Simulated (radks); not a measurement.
Values are calculated unless marked as measured or tabulated.
Problem. The mean radii <r> (bohr) of the occupied orbitals of an atom or ion are listed with their occupations. Level of theory: scalar-relativistic Kohn-Sham, LB94 model potential, spin-polarised, spherical densities, finite nucleus; Fermi nuclear charge, rms radius of each element as measured or else 0.836 A^(1/3) + 0.57 fm (a radial shooting solver on a logarithmic mesh with Libxc functionals).

orbital  occ.      <r>
1s up       1  0.01802
1s down     1  0.01802
2s up       1  0.07609
2s down     1  0.07609
2p up       3  0.06820
2p down     3  0.06820
3s up       1   0.1971
3s down     1   0.1971
3p up       3   0.1974
3p down     3   0.1974
3d up       5   0.1787
3d down     5   0.1787
4s up       1   0.4407
4s down     1   0.4410
4p up       3   0.4685
4p down     3   0.4690
4d up       5   0.4986
4d down     5   0.4994
5s down     1   0.9724
5s up       1   0.9781
4f down     7   0.5590
4f up       7   0.5584
5p up       3    1.087

Name the element and its charge. Open shells, if any, are filled with parallel spins first.

Solution. Z = 75, rhenium, charge +10: Re10+ in [Kr] 4d10 4f14 5s2 5p3. The 1s radius gives Z: for a bare nucleus <r> = (2 gamma + 1)/(2Z) with gamma = sqrt(1 - (Z/c)^2), 0.01783 bohr for Z = 75, and screening makes it slightly larger (0.01802 here). The occupations add up to 65, and the charge is Z minus that.
